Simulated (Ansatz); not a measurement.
Stepwise reaction of `N[Si@@H](F)O[Si@@H](N)F` with water, as a gas-phase model of exchange steps in deposition or etching. ΔE in kJ/mol.

Gas-phase electronic energies from Ansatz, PBE0-D4/def2-TZVP geometries. CCSD(T)/CBS adds triple-zeta CCSD(T) − MP2 to the extrapolated MP2 energy (def2 sets, frozen cores). This one scheme is used for every species. Functionals use def2-TZVPP. B3LYP here is the variant with VWN-RPA as its local correlation; programs differ in this. One conformer a species, not always the lowest.

```tsv
step	reaction	PBE-D4	B3LYP-D4	ωB97M-V	CCSD(T)/CBS
1	`N[Si@@H](F)O[Si@@H](N)F` + H₂O → `N[Si@H](F)O[Si@@H](N)O` + H–F	39.0	42.2	41.5	41.0
```

**Question.** Give the row of step 2, `N[Si@H](F)O[Si@@H](N)O` + H₂O → `N[Si@H](O)O[Si@@H](N)O` + H–F. (Best estimate.)

**Answer.** The calculation gave: 
```json
{"step": "2", "reaction": "`N[Si@H](F)O[Si@@H](N)O` + H₂O → `N[Si@H](O)O[Si@@H](N)O` + H–F", "PBE-D4": "42.7", "B3LYP-D4": "46.4", "ωB97M-V": "45.6", "CCSD(T)/CBS": "45.0"}
```

**Question.** By hand: ΔE of the 2 steps together at CCSD(T)/CBS.

**Answer.** (41.0) + (45.0) = 86.0 kJ/mol, or 43.0 kJ/mol a step.

In ΔE the steps differ by no more than 4.0 kJ/mol. All are uphill at CCSD(T)/CBS. PBE-D4 differs from CCSD(T)/CBS by -2.3 to -2.0 kJ/mol a step. Isolated molecules leave out the surface, adducts and barriers. Largest T1 diagnostic: 0.011.
